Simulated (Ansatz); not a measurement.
System: chloro(difluoro)borane, sum formula BClF2, net charge 0, singlet state. SMILES: FB(F)Cl
Geometry: optimised at B3LYP-D3(BJ)/def2-TZVP (Ansatz, a program for electronic structure).

Quantity: atomisation energy (electronic, to ground-state atoms), in eV. Cores are frozen in the correlated levels unless marked. Open shells are spin-unrestricted. Spin-orbit coupling is left out. No relativistic terms. The coupled-cluster limit lacks core correlation, which all-electron functionals hold. Basis-set limits of correlation are two-point, X^-3; Hartree-Fock from the larger set (for Q and 5 zeta extrapolated as (X+1)exp(-9√X)).

```
level                program  atomisation energy (eV)
-------------------  -------  -----------------------
PBE0/def2-TZVPD       Ansatz                    18.19
MP2/6-31G*            Ansatz                    18.30
MP2/cc-pV(D+d)Z       Ansatz                    17.69
SCS-MP2/STO-3G        Ansatz                    16.14
SCS-MP2/cc-pV(D+d)Z   Ansatz                    17.11
SCS-MP2/cc-pV(5+d)Z   Ansatz                    18.55
```

Problem. Estimate the value at CCSD(T)/CBS(cc-pV(Q+d)Z,cc-pV(5+d)Z) as computed with Ansatz.

Solution. 18.21 eV
